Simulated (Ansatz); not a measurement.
Consider the hydrogenolysis of a C–C bond: `N#CCCCCC#N` + H₂ → `CCCCC#N` + `C#N`.

Isolated molecules relaxed with PBE0-D4/def2-TZVP in Ansatz; ΔE leaves out vibrations. CBS: MP2 limit from def2 TZ/QZ plus the TZ coupled-cluster correction, frozen cores. This one scheme is used for every species. Functionals use def2-TZVPP. Each species was taken in one conformer, which may not be the lowest.

CCSD(T)/CBS gives -26.2 kJ/mol.

Q: Another level gave -32.9 kJ/mol. Which?
A. revPBE-D4/def2-TZVPP
B. RPA@PBE/def2-TZVPP
C. r2SCANh-D4/def2-TZVPP
D. BHLYP/def2-TZVPP

A: D. BHLYP -32.9, r2SCANh-D4 -20.2, revPBE-D4 -15.1, RPA@PBE/def2-TZVPP -28.5 kJ/mol.

Q: What do rigid-rotor, harmonic-oscillator terms from PBE0-D4/def2-TZVP frequencies (298.15 K, 1 bar) make of the CCSD(T)/CBS value? (An estimate is asked.)

A: The calculation gave: ΔZPE = +18.0 kJ/mol, ΔH = -11.6 kJ/mol, ΔS = 31 J/(mol·K), ΔG = -20.7 kJ/mol. Modes under 50 cm⁻¹ make the entropy rough.

Largest T1 diagnostic among the species: 0.014.

The D4 term adds +7.9 kJ/mol with B3LYP and +4.6 kJ/mol with PBE0; it sums over pairs of atoms, weighted by their polarisabilities, and B3LYP, whose exchange is more repulsive, gets the larger term. At CCSD(T), def2-SVP lies −3.5 kJ/mol from the extrapolated value and def2-TZVPP −0.7 kJ/mol. Leaving LDA and LC-ωPBE aside and taking each functional with its dispersion term where it has one, the values, not all of them listed here, spread over 13.6 kJ/mol, from B2PLYP to revPBE-D4. LDA lies +11.2 kJ/mol from PBE without D4.

B3LYP here is the variant with VWN-RPA as its local correlation; programs differ in this.
